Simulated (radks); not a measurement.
Values are calculated unless marked as measured or tabulated.
Ba, 56 electrons, occupied as [Xe] 6s2. Level of theory: non-relativistic Kohn-Sham, PBE, spin-polarised, spherical densities, point nucleus; relativity is left out, which matters for an element this heavy (a radial shooting solver on a logarithmic mesh with Libxc functionals).

Unscreened Slater integrals over Kohn-Sham orbitals (eV). They are taken over the spin-up orbitals.

integral,value
"F0(6s,6s)",4.9569
"F0(6s,5p)",6.2022
"G1(6s,5p)",0.39562
"F0(6s,5s)",6.2711
"G0(6s,5s)",0.23055
"F0(6s,4d)",6.5411
"G2(6s,4d)",0.13661
"F0(5p,5p)",12.656
"F2(5p,5p)",6.8268
"F0(5p,5s)",13.404
"G1(5p,5s)",9.1312
"F0(5p,4d)",15.871
"F2(5p,4d)",4.3963
"G1(5p,4d)",1.2290
"G3(5p,4d)",1.1947
"F0(5s,5s)",14.334
"F0(5s,4d)",17.633
"G2(5s,4d)",1.7506
"F0(4d,4d)",30.810
"F2(4d,4d)",15.705
"F4(4d,4d)",10.492
